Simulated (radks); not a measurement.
The numbers below are computed, except where a source is named.
Q: Isoelectronic series with 20 electrons, all held in the configuration [Ar] 4s2, which need not be the ground one along the series. Code: a radial shooting solver on a logarithmic mesh with Libxc functionals. Model: Dirac Kohn-Sham, BLYP, spin-unpolarised, spherical densities, point nucleus. Total energies (hartree) and orbital eigenvalues (eV):

| ion | E (hartree) | 4s1/2 | 3p3/2 | 3p1/2 | 3s1/2 |
|---|---|---|---|---|---|
| Ca | -680.56861 | -3.6143 | -27.6225 | -28.0092 | -46.7682 |
| Mn5+ | -1149.66916 | -62.4432 | -151.4563 | -153.0204 | -184.5805 |
| Br15+ | -2480.99654 | -319.0155 | -637.0944 | -646.5933 | -704.9925 |
| Zr20+ | -3347.99648 | -514.7456 | -995.6188 | -1014.085 | -1086.500 |
| Rh25+ | -4353.60920 | -756.1336 | -1431.348 | -1464.091 | -1551.011 |
| Sn30+ | -5502.03887 | -1044.167 | -1944.719 | -1998.979 | -2100.985 |
| Cs35+ | -6798.3317 | -1380.119 | -2536.330 | -2621.713 | -2739.497 |
| Nd40+ | -8248.5172 | -1765.556 | -3206.918 | -3335.914 | -3470.294 |
| Tb45+ | -9859.7972 | -2202.375 | -3957.339 | -4145.961 | -4297.907 |
| Yb50+ | -11640.7981 | -2692.856 | -4788.565 | -5057.134 | -5227.798 |
| Re55+ | -13601.9102 | -3239.743 | -5701.685 | -6075.816 | -6266.571 |

Estimate the row of Zn10+.

A: E (hartree) -1749.14602; 4s1/2 -168.2834; 3p3/2 -355.5879; 3p1/2 -359.8677; 3s1/2 -404.6642.
